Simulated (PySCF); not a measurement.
Cl4Te (SMILES Cl[Te](Cl)(Cl)Cl), singlet, at a GFN2-xTB geometry (core potentials on Te), with bond 4-1 at 1.6 times its length; DF-M062X/def2-TZVP run with PySCF.

Here is a job for PySCF.
```python
from pyscf import gto, scf, dft

mol = gto.M(
    atom='''
Te   -0.005348    0.012234    0.483277
Cl    1.165969   -1.490760   -0.826448
Cl    1.904219    1.503369    0.120414
Cl   -1.831304    2.306882   -1.772192
Cl   -1.907258   -1.496418    0.154168
''',
    basis='def2-tzvp',
    ecp={'Te': 'def2-tzvp'},
    charge=0,
    spin=0,
    verbose=4,
)

mf = dft.RKS(mol)
mf.xc = 'm062x'
mf.init_guess = 'mod_huckel'
mf = mf.density_fit(auxbasis='def2-universal-jkfit')
mf.kernel()
mf.analyze()
```

Q: What does PySCF print? Leave out banner, timings and long lists.

A: 
```
PySCF version 2.14.0

[INPUT] verbose = 4
[INPUT] num. atoms = 5
[INPUT] num. electrons = 92
[INPUT] charge = 0
[INPUT] spin (= nelec alpha-beta = 2S) = 0
[INPUT] symmetry False subgroup None
[INPUT] Mole.unit = angstrom
[INPUT] Symbol           X                Y                Z      unit          X                Y                Z       unit  Magmom
[...]
nuclear repulsion = 557.096886977894
number of shells = 68
number of NR pGTOs = 344
number of NR cGTOs = 198
basis = def2-tzvp
ecp = {'Te': 'def2-tzvp'}

******** <class 'pyscf.df.df_jk.DFRKS'> ********
method = DFRKS
initial guess = mod_huckel
damping factor = 0
level_shift factor = 0
DIIS = <class 'pyscf.scf.diis.CDIIS'>
diis_start_cycle = 1
diis_space = 8
diis_damp = 0
SCF conv_tol = 1e-09
SCF conv_tol_grad = None
SCF max_cycles = 50
direct_scf = False
XC library pyscf.dft.libxc version 7.1.2
    S. Lehtola, C. Steigemann, M. J. T. Oliveira, and M. A. L. Marques,  SoftwareX 7, 1–5 (2018)
XC functionals = m062x
    Y. Zhao and D. G. Truhlar,  Theor. Chem. Acc. 120, 215 (2008)
    Y. Zhao and D. G. Truhlar,  Theor. Chem. Acc. 120, 215 (2008)
radial grids:
    Treutler-Ahlrichs [JCP 102, 346 (1995); DOI:10.1063/1.469408] (M4) radial grids

becke partition: Becke, JCP 88, 2547 (1988); DOI:10.1063/1.454033
pruning grids: <function nwchem_prune>
grids dens level: 3
symmetrized grids: False
atomic radii adjust function: <function treutler_atomic_radii_adjust>
small_rho_cutoff = 0
Set gradient conv threshold to 3.16228e-05
Initial guess from on-the-fly Huckel, doi:10.1021/acs.jctc.8b01089,
employing the updated GWH rule from doi:10.1021/ja00480a005.
Spherically averaged atomic HF for {'Cl', 'Te'}

******** <class 'pyscf.scf.atom_hf.AtomSphAverageRHF'> ********
method = AtomSphAverageRHF
initial guess = minao
damping factor = 0
level_shift factor = 0
DIIS = <class 'pyscf.scf.diis.CDIIS'>
diis_start_cycle = 1
diis_space = 8
diis_damp = 0
SCF conv_tol = 1e-09
SCF conv_tol_grad = None
SCF max_cycles = 50
direct_scf = True
direct_scf_tol = 1e-13
atom = Te
Set gradient conv threshold to 3.16228e-05
Initial guess from minao.
init E= -224.368295512343
cycle= 1 E= -266.122801105849  delta_E= -41.8  |g|=    0  |ddm|= 27.6
cycle= 2 E= -266.645310442895  delta_E= -0.523  |g|=    0  |ddm|= 4.64
cycle= 3 E= -266.763234821672  delta_E= -0.118  |g|=    0  |ddm|= 1.14
cycle= 4 E= -266.763943115746  delta_E= -0.000708  |g|=    0  |ddm|= 0.137
cycle= 5 E= -266.763950535895  delta_E= -7.42e-06  |g|=    0  |ddm|= 0.0232
cycle= 6 E= -266.763950588256  delta_E= -5.24e-08  |g|=    0  |ddm|= 0.0021
cycle= 7 E= -266.763950588476  delta_E= -2.2e-10  |g|=    0  |ddm|= 0.000107
Extra cycle  E= -266.763950588477  delta_E= -1.08e-12  |g|=    0  |ddm|= 5.04e-06
Atomic HF for atom  Te  converged. SCF energy = -266.763950588477

******** <class 'pyscf.scf.atom_hf.AtomSphAverageRHF'> ********
method = AtomSphAverageRHF
initial guess = minao
damping factor = 0
level_shift factor = 0
DIIS = <class 'pyscf.scf.diis.CDIIS'>
diis_start_cycle = 1
diis_space = 8
diis_damp = 0
SCF conv_tol = 1e-09
SCF conv_tol_grad = None
SCF max_cycles = 50
direct_scf = True
direct_scf_tol = 1e-13
atom = Cl
Set gradient conv threshold to 3.16228e-05
Initial guess from minao.
init E= -459.256719556911
cycle= 1 E= -459.273207382912  delta_E= -0.0165  |g|=    0  |ddm|= 0.0966
cycle= 2 E= -459.273298296169  delta_E= -9.09e-05  |g|=    0  |ddm|= 0.0251
cycle= 3 E= -459.273305862503  delta_E= -7.57e-06  |g|=    0  |ddm|= 0.00443
cycle= 4 E= -459.27330588665  delta_E= -2.41e-08  |g|=    0  |ddm|= 0.000642
cycle= 5 E= -459.273305887358  delta_E= -7.08e-10  |g|=    0  |ddm|= 6.3e-05
Extra cycle  E= -459.27330588738  delta_E= -2.21e-11  |g|=    0  |ddm|= 2.06e-05
Atomic HF for atom  Cl  converged. SCF energy = -459.27330588738

[...]
tot grids = 97480
******** <class 'pyscf.df.df.DF'> ********
auxbasis = def2-universal-jkfit
init E= -2107.93719171201
[...]
cycle= 1 E= -2099.98146488201  delta_E= 7.96  |g|= 3.29  |ddm|=  6.3
[...]
[...]
[...]
cycle= 7 E= -2050.48490511912  delta_E= -23.8  |g|= 10.6  |ddm|= 6.66
[...]
cycle= 8 E= -2064.03081250055  delta_E= -13.5  |g|= 9.21  |ddm|= 11.7
[...]
cycle= 9 E= -2064.35918089557  delta_E= -0.328  |g|= 8.99  |ddm|=    3
[...]
cycle= 10 E= -1950.8581104541  delta_E=  114  |g|= 13.6  |ddm|= 13.3
[...]
cycle= 11 E= -2091.63362093099  delta_E= -141  |g|= 4.62  |ddm|= 9.13
[...]
cycle= 12 E= -2011.63227041786  delta_E=   80  |g|= 14.5  |ddm|= 19.5
[...]
cycle= 13 E= -2009.47157178325  delta_E= 2.16  |g|= 14.8  |ddm|= 0.92
[...]
cycle= 14 E= -2009.04220447008  delta_E= 0.429  |g|= 14.9  |ddm|= 0.24
[...]
cycle= 15 E= -2008.97492904544  delta_E= 0.0673  |g|= 14.9  |ddm|= 0.0857
[...]
cycle= 16 E= -2009.12931199112  delta_E= -0.154  |g|= 14.9  |ddm|= 0.112
[...]
cycle= 17 E= -2010.65703387453  delta_E= -1.53  |g|= 14.7  |ddm|= 1.63
[...]
cycle= 18 E= -1993.79399530468  delta_E= 16.9  |g|=   18  |ddm|= 4.32
[...]
cycle= 19 E= -2017.09108958111  delta_E= -23.3  |g|= 14.5  |ddm|= 6.52
[...]
cycle= 20 E= -1955.23821198198  delta_E= 61.9  |g|= 12.5  |ddm|= 21.4
[...]
cycle= 21 E= -2086.89062887907  delta_E= -132  |g|= 11.3  |ddm|= 17.9
[...]
cycle= 22 E= -2050.90627835493  delta_E=   36  |g|= 13.8  |ddm|= 14.6
[...]
cycle= 23 E= -2045.54058603301  delta_E= 5.37  |g|= 14.4  |ddm|= 3.02
[...]
cycle= 24 E= -2041.25745173202  delta_E= 4.28  |g|=   15  |ddm|= 3.33
[...]
cycle= 25 E= -2036.22085559339  delta_E= 5.04  |g|= 14.9  |ddm|= 4.62
[...]
cycle= 26 E= -2026.40690731444  delta_E= 9.81  |g|= 15.4  |ddm|= 4.76
[...]
cycle= 27 E= -2025.94906223748  delta_E= 0.458  |g|= 15.3  |ddm|= 0.484
[...]
cycle= 28 E= -1995.09076596381  delta_E= 30.9  |g|= 18.1  |ddm|= 9.23
[...]
cycle= 29 E= -2038.54832991343  delta_E= -43.5  |g|= 13.7  |ddm|= 19.8
[...]
cycle= 30 E= -1962.25508820399  delta_E= 76.3  |g|= 21.1  |ddm|= 24.4
[...]
cycle= 31 E= -2056.01902528917  delta_E= -93.8  |g|= 11.7  |ddm|= 23.7
[...]
cycle= 32 E= -2103.28536437336  delta_E= -47.3  |g|= 2.83  |ddm|= 15.3
[...]
cycle= 33 E= -2054.30978257696  delta_E=   49  |g|= 11.7  |ddm|= 12.5
[...]
cycle= 34 E= -2067.34433595526  delta_E=  -13  |g|= 10.7  |ddm|= 8.72
[...]
cycle= 35 E= -2069.18986086306  delta_E= -1.85  |g|= 10.5  |ddm|= 0.65
[...]
cycle= 36 E= -2070.64582167687  delta_E= -1.46  |g|= 10.4  |ddm|= 0.496
[...]
cycle= 37 E= -2072.08135495736  delta_E= -1.44  |g|= 10.2  |ddm|= 0.518
[...]
cycle= 38 E= -2074.59793345651  delta_E= -2.52  |g|= 10.1  |ddm|= 2.16
[...]
cycle= 39 E= -2075.92330964529  delta_E= -1.33  |g|= 10.1  |ddm|= 1.68
[...]
cycle= 40 E= -2071.01178522799  delta_E= 4.91  |g|= 10.6  |ddm|= 1.26
[...]
cycle= 41 E= -2019.37896242004  delta_E= 51.6  |g|= 14.3  |ddm|= 9.96
[...]
cycle= 42 E= -2089.68774362874  delta_E= -70.3  |g|= 5.56  |ddm|= 10.4
[...]
cycle= 43 E= -2069.31644340699  delta_E= 20.4  |g|= 10.1  |ddm|= 9.11
[...]
cycle= 44 E= -2072.62956408371  delta_E= -3.31  |g|= 10.2  |ddm|= 2.63
[...]
cycle= 45 E= -2073.21535674929  delta_E= -0.586  |g|= 10.2  |ddm|= 1.69
[...]
cycle= 46 E= -2071.57921604434  delta_E= 1.64  |g|= 10.5  |ddm|= 0.991
[...]
cycle= 47 E= -2071.81317616217  delta_E= -0.234  |g|= 10.6  |ddm|= 1.94
[...]
cycle= 48 E= -2068.84170520578  delta_E= 2.97  |g|= 11.3  |ddm|= 2.42
[...]
cycle= 49 E= -2055.05047895537  delta_E= 13.8  |g|= 12.3  |ddm|= 7.64
[...]
cycle= 50 E= -2090.15980182903  delta_E= -35.1  |g|= 7.06  |ddm|= 11.2
SCF not converged.
SCF energy = -2090.15980182903
**** SCF Summaries ****
Total Energy =                       -2090.159801829034677
Nuclear Repulsion Energy =             557.096886977893860
One-electron Energy =                -4106.389305520134258
Two-electron Energy =                 1459.132616713205380
Two-electron Coulomb Energy =         1594.204382669691995
DFT Exchange-Correlation Energy =     -135.071765956486672
HOMO-LUMO gap [eV] =                     0.132302084342002
**** MO energy ****
[...]
Dipole moment(X, Y, Z, Debye): -14.02449, -96.67079, -11.92248
```

Convergence was not reached.
